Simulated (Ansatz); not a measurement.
Task: Name a neutral molecule of Ge, O, Si and H with HOMO energy (B3LYP/def2-TZVPP) between -7.95 and -7.65 eV and HOMO–LUMO gap (B3LYP/def2-TZVPP) between 7.05 and 7.35 eV (Ansatz, PBE0-D4/def2-TZVP geometry).

Result: `[OH][GeH]([OH])[SiH3]` (-7.72 eV, 7.11 eV). Other molecules can fit too; these were computed, each in one conformer that needn't be the lowest.

B3LYP here is the variant with VWN-RPA as its local correlation; programs differ in this.
